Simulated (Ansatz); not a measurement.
`CO[CH2][ZnH]` + CH₃NH₂ → `C[NH][ZnH]` + `COC` at 500 K and 1 bar (ligand exchange at a Zn–C bond).

Computed with Ansatz on PBE0-D4/def2-TZVP structures; ΔE is electronic, products minus reactants. CBS: MP2 limit from def2 TZ/QZ plus the TZ coupled-cluster correction, frozen cores. For Zn outer-core shells are correlated without core-valence functions, which leaves a few kJ/mol of doubt a bond. Scalar relativity is left out up to krypton. Each species was taken in one conformer, which may not be the lowest.

```tsv
species	CCSD(T)/CBS energy (Eh)	H − E (kJ/mol)	S (J/(mol·K))
`CO[CH2][ZnH]`	-1933.21491	237.0	380.4
CH₃NH₂	-95.75281	191.8	270.3
`C[NH][ZnH]`	-1874.12279	190.1	349.9
`COC`	-154.86276	238.9	303.2
```

H − E and S are ideal-gas, rigid-rotor, harmonic terms from PBE0-D4/def2-TZVP, for one conformer and one mirror image of each species. 1 Eh = 2625.50 kJ/mol, R = 8.31446 J/(mol·K).

By hand: ΔE, ΔH, ΔS and ΔG.

ΔE = (-1874.12279) + (-154.86276) − (-1933.21491) − (-95.75281) = -0.01783 Eh = -46.8 kJ/mol. Δ(H − E) = 190.1 + 238.9 − 237.0 − 191.8 = 0.2, so ΔH = -46.6 kJ/mol. ΔS = 349.9 + 303.2 − 380.4 − 270.3 = 2.4 J/(mol·K). ΔG = -46.6 − 500 × (2.4)/1000 = -47.8 kJ/mol.

By hand: the equilibrium constant, and the temperature at which ΔG would vanish if ΔH and ΔS stayed fixed.

log₁₀ K = −ΔG/(RT ln 10) = 5.0. ΔH and −TΔS have one sign here, so there is no such temperature.

The number of gas molecules stays the same, so ΔS is small and ΔH decides. A doubt of 5 kJ/mol in ΔE shifts log₁₀ K by 0.5 here. Other conformers and mirror images would add mixing entropy, several J/(mol·K) or more a flexible species. These are equilibria of isolated gas molecules and say nothing of rates. Largest T1 diagnostic: 0.015 (customary marks: 0.02 for closed shells, 0.045 for open ones).

ΔS is within the doubt of such terms, so its sign, and with it that verdict, could turn.
